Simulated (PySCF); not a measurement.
PySCF job for CH6CdSi, SMILES [CH3][Cd][SiH3], PBE0-D3(BJ)/def2-SVP. The structure is a stationary point at PBE0-D3(BJ)/def2-SVP. The structure was generated by enumeration; whether it is a known compound was not checked. The def2 effective core potentials stand for the cores of Cd; spin–orbit coupling is left out.

```python
import numpy as np
from pyscf import gto, scf, dft, df
from pyscf.hessian import thermo

mol = gto.M(
    atom='''
    Cd   -0.00000000   -0.00000000   -0.32656497
    C     0.00000000    0.00000000   -2.45314688
    H    -0.73860102    0.71686272   -2.84428350
    H    -0.25152080   -0.99807860   -2.84428350
    H     0.99012183    0.28121589   -2.84428349
    Si    0.00000000    0.00000000    2.18970042
    H    -0.09861562   -1.38550322    2.75701488
    H    -1.15057317    0.77815523    2.75701488
    H     1.24918878    0.60734798    2.75701488
    ''',
    basis='def2-SVP',
    ecp={'Cd': 'def2-svp'},
    charge=0,
    spin=0,
    max_memory=1600,
    verbose=3,
)
mf = dft.RKS(mol, xc='pbe0').density_fit(auxbasis='def2-universal-jkfit')
mf.disp = 'd3bj'
mf.grids.level = 3
mf.conv_tol = 1e-11
mf.max_cycle = 100
mf.kernel()

# [left out here: the lines that compute and print the analytic Hessian (its translational invariance restored by hand, since the grid's response is missing), thermochemistry and intensities]
```

Program output:

```
converged SCF energy = -498.61740332461

WARN: DFTD3 does not support analytical Hessian, using finite difference


WARN: Mole.unit (angstrom) is changed to Bohr

Mode                                 0                   1                   2
Irrep
Freq [cm^-1]                      -16.9826             99.3837             99.4020
Reduced mass [au]                   1.0080              3.4239              3.4241
Force const [Dyne/A]               -0.0002              0.0199              0.0199
Char temp [K]                     -24.4341            142.9910            143.0174
Normal mode                   x     y     z       x     y     z       x     y     z
       0  Cd                 0.00  0.00 -0.00   -0.04 -0.03  0.00    0.03 -0.04 -0.00
       1   C                -0.00 -0.00 -0.00    0.13  0.11  0.00   -0.11  0.13 -0.00
       2   H                 0.32  0.33  0.00    0.18  0.15 -0.02   -0.14  0.18  0.14
       3   H                -0.45  0.11  0.00    0.18  0.14 -0.11   -0.15  0.18 -0.08
       4   H                 0.13 -0.44 -0.00    0.18  0.15  0.13   -0.15  0.18 -0.06
       5  Si                -0.00 -0.00  0.00    0.05  0.04 -0.00   -0.04  0.05  0.00
       6   H                 0.34 -0.02  0.00    0.10  0.08  0.08   -0.08  0.09  0.09
       7   H                -0.19 -0.28 -0.00    0.10  0.08  0.03   -0.08  0.09 -0.12
       8   H                -0.15  0.31  0.00    0.09  0.08 -0.12   -0.08  0.10  0.03
Mode                                 3                   4                   5
Irrep
Freq [cm^-1]                      288.5913            426.0917            426.1126
Reduced mass [au]                   8.5386              1.1294              1.1294
Force const [Dyne/A]                0.4190              0.1208              0.1208
Char temp [K]                     415.2186            613.0511            613.0812
Normal mode                   x     y     z       x     y     z       x     y     z
       0  Cd                -0.00  0.00 -0.04   -0.01 -0.01 -0.00    0.01 -0.01  0.00
       1   C                 0.00 -0.00 -0.06   -0.00 -0.00  0.00    0.00 -0.00 -0.00
       2   H                -0.00  0.00 -0.05    0.03  0.03  0.01   -0.03  0.03  0.10
       3   H                -0.00 -0.00 -0.05    0.03  0.03 -0.09   -0.03  0.03 -0.04
       4   H                 0.00  0.00 -0.05    0.02  0.03  0.08   -0.03  0.03 -0.06
       5  Si                 0.00 -0.00  0.16    0.04  0.05 -0.00   -0.05  0.04  0.00
       6   H                -0.00  0.00  0.16   -0.18 -0.17 -0.54    0.22 -0.15 -0.39
       7   H                 0.00 -0.00  0.16   -0.18 -0.22 -0.07    0.17 -0.15  0.66
       8   H                -0.00 -0.00  0.16   -0.13 -0.20  0.61    0.20 -0.19 -0.27
Mode                                 6                   7                   8
Irrep
Freq [cm^-1]                      501.8777            663.2031            663.2129
Reduced mass [au]                   4.1898              1.1893              1.1893
Force const [Dyne/A]                0.6218              0.3082              0.3082
Char temp [K]                     722.0902            954.2016            954.2157
Normal mode                   x     y     z       x     y     z       x     y     z
       0  Cd                -0.00 -0.00  0.04   -0.01 -0.01 -0.00   -0.01  0.01 -0.00
       1   C                 0.00  0.00 -0.24    0.09  0.07  0.00    0.07 -0.09  0.00
       2   H                 0.00 -0.00 -0.24   -0.17 -0.15  0.09   -0.09  0.13  0.68
       3   H                 0.00  0.00 -0.24   -0.17 -0.09  0.54   -0.16  0.14 -0.41
       4   H                -0.00 -0.00 -0.24   -0.11 -0.13 -0.63   -0.12  0.19 -0.26
       5  Si                 0.00  0.00 -0.01    0.01  0.01 -0.00    0.01 -0.01  0.00
       6   H                -0.00 -0.01 -0.03   -0.03 -0.01 -0.05   -0.03  0.02  0.05
       7   H                -0.01  0.00 -0.03   -0.03 -0.03 -0.02   -0.01  0.02 -0.07
       8   H                 0.01  0.00 -0.03   -0.01 -0.02  0.07   -0.02  0.04  0.02
Mode                                 9                  10                  11
Irrep
Freq [cm^-1]                      855.3361            939.5443            939.5523
Reduced mass [au]                   1.1020              1.0312              1.0312
Force const [Dyne/A]                0.4750              0.5363              0.5363
Char temp [K]                    1230.6382           1351.7950           1351.8066
Normal mode                   x     y     z       x     y     z       x     y     z
       0  Cd                -0.00  0.00 -0.00    0.00 -0.00 -0.00   -0.00 -0.00 -0.00
       1   C                -0.00 -0.00  0.01   -0.00  0.00  0.00    0.00  0.00  0.00
       2   H                 0.00 -0.00 -0.00    0.00 -0.00 -0.01   -0.00 -0.00 -0.00
       3   H                 0.00  0.00 -0.00    0.00 -0.00  0.00   -0.00 -0.00  0.01
       4   H                -0.00 -0.00 -0.00    0.00 -0.00  0.01   -0.00 -0.00 -0.01
       5  Si                 0.00 -0.00  0.06    0.03 -0.01 -0.00   -0.01 -0.03 -0.00
       6   H                -0.01 -0.21 -0.51   -0.66 -0.01 -0.13    0.29 -0.15 -0.29
       7   H                -0.17  0.12 -0.51    0.08 -0.14  0.31    0.42  0.59  0.03
       8   H                 0.19  0.09 -0.51   -0.18  0.57 -0.18   -0.29  0.33  0.26
Mode                                12                  13                  14
Irrep
Freq [cm^-1]                     1171.7256           1428.2808           1428.2819
Reduced mass [au]                   1.2074              1.0578              1.0578
Force const [Dyne/A]                0.9767              1.2714              1.2714
Char temp [K]                    1685.8523           2054.9781           2054.9797
Normal mode                   x     y     z       x     y     z       x     y     z
       0  Cd                 0.00  0.00  0.00    0.00 -0.00  0.00   -0.00 -0.00  0.00
       1   C                 0.00 -0.00 -0.12    0.06 -0.02 -0.00   -0.02 -0.06 -0.00
       2   H                -0.15  0.14  0.48   -0.12 -0.33 -0.26    0.50  0.41 -0.13
       3   H                -0.05 -0.20  0.48   -0.70  0.17  0.02    0.00 -0.16  0.29
       4   H                 0.20  0.06  0.48    0.02  0.42  0.24   -0.25  0.55 -0.16
       5  Si                -0.00  0.00 -0.00   -0.00  0.00 -0.00    0.00  0.00 -0.00
       6   H                -0.00 -0.01 -0.01   -0.00 -0.00 -0.00   -0.00 -0.00 -0.00
       7   H                -0.00  0.00 -0.01    0.00 -0.00  0.00    0.00  0.00  0.00
       8   H                 0.01  0.00 -0.01    0.00  0.00 -0.00   -0.00 -0.00  0.00
Mode                                15                  16                  17
Irrep
Freq [cm^-1]                     2191.6534           2200.1265           2200.1383
Reduced mass [au]                   1.0208              1.0499              1.0499
Force const [Dyne/A]                2.8889              2.9944              2.9944
Char temp [K]                    3153.3013           3165.4922           3165.5092
Normal mode                   x     y     z       x     y     z       x     y     z
       0  Cd                 0.00  0.00 -0.00   -0.00  0.00  0.00   -0.00 -0.00 -0.00
       1   C                -0.00 -0.00  0.00    0.00 -0.00 -0.00    0.00  0.00 -0.00
       2   H                -0.00  0.00  0.00   -0.00 -0.00  0.00    0.00  0.00  0.00
       3   H                -0.00 -0.00  0.00    0.00  0.00 -0.00    0.00 -0.00  0.00
       4   H                 0.00  0.00  0.00    0.00 -0.00 -0.00   -0.00 -0.00 -0.00
       5  Si                 0.00  0.00  0.02   -0.01  0.04  0.00   -0.04 -0.01  0.00
       6   H                 0.04  0.53 -0.20   -0.05 -0.68  0.28    0.01  0.28 -0.11
       7   H                 0.44 -0.30 -0.20    0.48 -0.32 -0.24    0.37 -0.26 -0.19
       8   H                -0.48 -0.23 -0.20   -0.10 -0.03 -0.04    0.65  0.32  0.30
Mode                                18                  19                  20
Irrep
Freq [cm^-1]                     3053.4624           3163.5838           3163.5961
Reduced mass [au]                   1.0329              1.1026              1.1026
Force const [Dyne/A]                5.6740              6.5018              6.5019
Char temp [K]                    4393.2526           4551.6927           4551.7104
Normal mode                   x     y     z       x     y     z       x     y     z
       0  Cd                -0.00 -0.00 -0.00   -0.00  0.00  0.00    0.00  0.00  0.00
       1   C                 0.00 -0.00  0.05   -0.06  0.06  0.00    0.06  0.06  0.00
       2   H                -0.39  0.37 -0.18    0.52 -0.50  0.28    0.02  0.01  0.00
       3   H                -0.13 -0.52 -0.18   -0.10 -0.34 -0.13   -0.15 -0.61 -0.24
       4   H                 0.52  0.15 -0.18    0.35  0.12 -0.14   -0.60 -0.16  0.24
       5  Si                -0.00  0.00 -0.00   -0.00  0.00 -0.00    0.00  0.00 -0.00
       6   H                -0.00 -0.00  0.00    0.00 -0.00 -0.00   -0.00 -0.00 -0.00
       7   H                -0.00  0.00  0.00    0.00 -0.00  0.00   -0.00 -0.00 -0.00
       8   H                 0.00  0.00  0.00    0.00 -0.00 -0.00   -0.00 -0.00  0.00
temperature 298.1500 [K]
pressure 101325.00 [Pa]
Rotational constants [GHz] 55.91692 1.86662 1.86662
Symmetry number 3
Zero-point energy (ZPE) 0.05901 [Eh]   154935.282 [J/mol]
                           tot       elec      trans        rot        vib
Entropy [J/mol/K]       317.255      0.000    171.929     95.110     50.216
Cv [J/mol/K]             80.854      0.000     12.472     12.472     55.910
Cp [J/mol/K]             89.168      0.000     20.786     12.472     55.910
Internal energy [J/mol]                      3718.434   3718.434 163191.913
Internal energy [Eh]   -498.55241  -498.61740
Enthalpy [J/mol]                             6197.391   3718.434 163191.913
Enthalpy [Eh]          -498.55147
Gibbs free energy [J/mol]                  -45063.212 -24638.729 148220.032
Gibbs free energy [Eh] -498.58750
static polarisability / bohr^3: [[ 5.70330e+01 -0.00000e+00 -1.00000e-03]
 [-0.00000e+00  5.70330e+01 -0.00000e+00]
 [ 0.00000e+00 -0.00000e+00  1.03654e+02]]
largest difference of analytic and finite-field dipole derivatives / e: 0.0013777830074303
mode   freq/cm-1   IR/(km/mol)   Raman/(A^4/amu)   depolarisation
   1      -16.98         0.000             0.000            0.185
   2       99.38         3.246             0.271            0.750
   3       99.40         3.246             0.271            0.750
   4      288.59         3.643            39.821            0.214
   5      426.09         5.109             1.002            0.750
   6      426.11         5.111             1.001            0.750
   7      501.88        43.606            35.468            0.252
   8      663.20        27.399             1.791            0.750
   9      663.21        27.400             1.790            0.750
  10      855.34       285.517             4.688            0.198
  11      939.54        39.248            28.591            0.750
  12      939.55        39.246            28.601            0.750
  13     1171.73         0.395            44.399            0.192
  14     1428.28         1.404             9.718            0.750
  15     1428.28         1.404             9.701            0.750
  16     2191.65        94.286           259.630            0.000
  17     2200.13       101.956           159.963            0.750
  18     2200.14       101.956           159.975            0.750
  19     3053.46        16.080           170.506            0.006
  20     3163.58         5.504           123.146            0.750
  21     3163.60         5.508           123.151            0.750
max |gradient| / (hartree/bohr): 6.158788696465704e-05
APT charges: [ 0.6221 -0.3152 -0.0209 -0.0208 -0.0208  0.5089 -0.2511 -0.2511 -0.2511]
```

The calculation finished and met its thresholds. The end point has an imaginary mode, so it is no minimum.

Cost: about 3 core-minutes (a rough figure).
